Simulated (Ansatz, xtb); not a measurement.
## C4H2BrN3: which of two isomers lies lower

Structure X is `N#Cc1cn[nH]c1Br`, a singlet and structure Y is `N#Cc1c[nH]nc1Br`, a singlet. Both are isolated molecules in the gas phase, relaxed with PBE0-D3(BJ)/def2-SVP.

Quicker runs give these differences E(Y) − E(X): GFN2-xTB −0.003 eV; HF/STO-3G −0.030 eV (at GFN2-xTB geometries); r2SCAN-D4/def2-SVP −0.022 eV (at GFN2-xTB geometries).

Task: Estimate E(Y) − E(X) at the level CCSD(T)/def2-SVP + ΔMP2/def2-TZVPP.

Result: CCSD(T)/def2-SVP + ΔMP2/def2-TZVPP gives E(Y) − E(X) = −0.018 eV, slightly favouring structure Y, which is too small a margin to settle the true order.

How the difference moves with the method:

| level | geometry | E(Y) − E(X) (eV) | departure from the last row (eV) | job, with rough time for the two |
| --- | --- | --- | --- | --- |
| GFN2-xTB | GFN2-xTB | −0.003 | +0.015 | optimisation, 0.14 s |
| HF/STO-3G | GFN2-xTB | −0.030 | −0.012 | single point, 0.72 s |
| r2SCAN-D4/def2-SVP | GFN2-xTB | −0.022 | −0.004 | single point, 7.2 s |
| PBE0-D3(BJ)/def2-SVP | PBE0-D3(BJ)/def2-SVP | −0.020 | −0.002 | optimisation, 53 s |
| HF/def2-SVP | PBE0-D3(BJ)/def2-SVP | −0.036 | −0.018 | part of the CCSD(T) run |
| MP2/def2-SVP | PBE0-D3(BJ)/def2-SVP | −0.014 | +0.004 | part of the CCSD(T) run |
| CCSD(T)/def2-SVP | PBE0-D3(BJ)/def2-SVP | −0.021 | −0.004 | single point |
| CCSD(T)/def2-SVP + ΔMP2/def2-TZVPP | PBE0-D3(BJ)/def2-SVP | −0.018 |  | single point, 2.8 min |

As drawn, both hold the same kinds of bond in the same numbers.

The largest departure from CCSD(T)/def2-SVP + ΔMP2/def2-TZVPP is that of HF/def2-SVP, 0.018 eV. The last row adds to CCSD(T) the change of the MP2 difference between the two basis sets, here +0.004 eV.

With thermal terms from frequencies at re-optimised GFN2-xTB minima (ideal gas, soft modes damped towards free rotors, one conformer each, 298.15 K, 1 atm): on the last row, ΔE + ΔZPE = −0.018, ΔH = −0.019, ΔG = −0.017 eV.

The correlated steps freeze 16 core orbitals; the filled d shell of Br is correlated, in a basis made for valence electrons. Programs: Ansatz 0.2.0, xtb 6.7.1; the last row on 2 threads of Arm Neoverse V2 on a shared host.
